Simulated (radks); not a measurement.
Task: All-electron atom: Cl3+ in [Ne] 3s2 3p(up 2, down 0). Method: scalar-relativistic Kohn-Sham, PBE, spin-polarised, spherical densities, finite nucleus; Fermi nuclear charge, rms radius 3.3654 fm; computed with a radial shooting solver on a logarithmic mesh with Libxc functionals. Some entries of the table are withheld. Estimate them.

orbital  occ.  eigenvalue (hartree)  <1/r> (bohr^-1)
1s up       1             -102.8191            16.68
1s down     1             -102.8027            16.68
2s up       1             -10.93807            3.315
2s down     1             -10.92212            3.314
2p up       3              -8.70339            3.214
2p down     3              -8.68121            3.213
3s up       1                   (1)           0.9934
3s down     1                   (2)           0.9935
3p up       2              -1.70331           0.8957
3p down     0              -1.58892           0.8896

Result: 
(1) 3s up eigenvalue (hartree): -2.21125
(2) 3s down eigenvalue (hartree): -2.09267
